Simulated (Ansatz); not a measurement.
Mulliken charges of `N[Si]1(F)OCO1` from ωB97M-V/def2-TZVPP in Ansatz (PBE0-D4/def2-TZVP geometry).

```
atom   x (Å)   y (Å)   z (Å)  charge (e)
  N1  -0.436  -1.838   0.103      -0.358
 Si2   0.434  -0.412   0.099       0.846
  F3   1.932  -0.854   0.355      -0.304
  O4   0.247   0.667  -1.143      -0.413
  C5  -0.107   1.649  -0.167       0.160
  O6  -0.065   0.866   1.026      -0.413
  H7  -1.430  -1.885  -0.037       0.129
  H8  -0.006  -2.733   0.250       0.136
  H9  -1.115   2.033  -0.347       0.110
 H10   0.630   2.456  -0.136       0.107
```

Q: By hand: the dipole of these point charges (1 e Å = 4.8032 D).

A: Σ q r = (-0.397, 0.071, -0.063) e Å, of length 0.408 e Å = 1.96 D.

Q: How does the dipole of the full density compare? (Estimate.)

A: Computed: (-0.372, -0.236, -0.032) e Å, 2.12 D; the point charges give 0.92 times that, at 42° from its direction.

Point charges leave out the atoms' own dipoles, such as those of lone pairs, and Mulliken's split depends on the basis, so the two needn't agree.
